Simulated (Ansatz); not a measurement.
`BO[SiH](C)C` → `BC(O)[SiH2]C`  (isomerisation)

Computed with Ansatz on PBE0-D4/def2-TZVP structures; ΔE is electronic, products minus reactants. CCSD(T)/CBS is the MP2 limit (def2-TZVPP, def2-QZVPP) plus CCSD(T) − MP2 in def2-TZVPP, frozen cores. DFT in def2-TZVPP. B3LYP here is the variant with VWN-RPA as its local correlation; programs differ in this. Each species was taken in one conformer, which may not be the lowest.

| level | ΔE (kcal/mol) | difference from CCSD(T)/CBS |
| --- | --- | --- |
| PBE-D4 | 72.9 | -7.2 |
| r2SCAN-D4 | 78.1 | -2.0 |
| PBE0-D4 | 75.8 | -4.3 |
| B3LYP-D4 | 79.2 | -0.9 |
| ωB97X-V | 78.2 | -1.9 |
| ωB97M-V | 78.9 | -1.2 |
| B2PLYP | 81.0 | 0.9 |
| PBE | 73.2 | -6.9 |
| r2SCAN | 78.2 | -1.9 |
| PBE0 | 76.1 | -4.0 |
| B3LYP | 79.7 | -0.4 |
| HF/def2-TZVPP | 86.1 | 6.0 |
| MP2/def2-TZVPP | 81.7 | 1.6 |
| SCS-MP2/def2-TZVPP | 81.8 | 1.7 |
| CCSD/def2-TZVPP | 80.7 | 0.6 |
| CCSD(T)/def2-TZVPP | 79.7 | -0.4 |
| HF/def2-QZVPP | 86.5 | 6.4 |
| MP2/def2-QZVPP | 82.1 | 2.0 |
| SCS-MP2/def2-QZVPP | 82.2 | 2.1 |
| HF/CBS(def2) | 86.6 | 6.5 |
| MP2/CBS(def2) | 82.1 | 2.0 |
| CCSD/CBS(def2) | 81.1 | 1.0 |
| CCSD(T)/CBS | 80.1 | 0 |

Largest T1 diagnostic among the species: 0.012.

From PBE to PBE0 (25 % exact exchange), in def2-TZVPP and without D4, ΔE moves by +2.8 kcal/mol. In def2-TZVPP, CCSD(T) changes the Hartree–Fock value by −6.4 kcal/mol (the triples alone add −1.0 kcal/mol) and MP2 by −4.3 kcal/mol.
